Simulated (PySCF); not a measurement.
PySCF input:

```python
from pyscf import gto, scf, dft

mol = gto.M(
    atom='''
    C     1.19116540    0.02436462    0.00315701
    C    -0.01664926   -0.30007511    0.51891372
    O    -1.07559004    0.18044252   -0.35335896
    H     1.32540947    0.57277564   -0.94124711
    H     2.09861003   -0.26004892    0.53013007
    H    -1.86639598   -0.10200392    0.10556434
    ''',
    basis='def2-tzvpd',
    charge=-1,
    spin=0,
    verbose=4,
)

mf = scf.RHF(mol).density_fit(auxbasis='def2-universal-jkfit')
mf.conv_tol = 1e-9
mf.max_cycle = 100
mf.max_memory = 1500
mf.kernel()
if not mf.converged:
    mf = mf.newton()
    mf.kernel(mf.make_rdm1())
mf.analyze()
```

Q: Predict the final energy.

A: -152.30229 Eh (HF/def2-TZVPD).

It need not be the lowest isomer of its formula. Whether it binds its extra electron was not tested at this geometry.
